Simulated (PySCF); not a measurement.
# Excitation energy of Nb by level of theory

Nb [Kr] 4d4 5s1 (6D) → Nb [Kr] 4d3 5s1 5p1 (high-spin determinant), as a difference of total energies. Calculation: PySCF 2.14, in dyall-av2z; the non-relativistic Hamiltonian (point nucleus). Correlated levels: valence: [Kr] frozen; virtual orbitals above 40 to 60 times the deepest correlated orbital energy dropped. The calculations carry no spin-orbit coupling.

| method | excitation energy (cm⁻¹) |
| --- | --- |
| UHF | 14708 |
| MP2 (valence) | 18263 |
| SCS-MP2 (valence) | 15893 |
| CCSD (valence) | 18320 |
| CCSD(T) (valence) | 18385 |

The determinant of the upper state mixes LS terms, which raises its energy above the lowest term, most at the Hartree-Fock and MP2 levels.
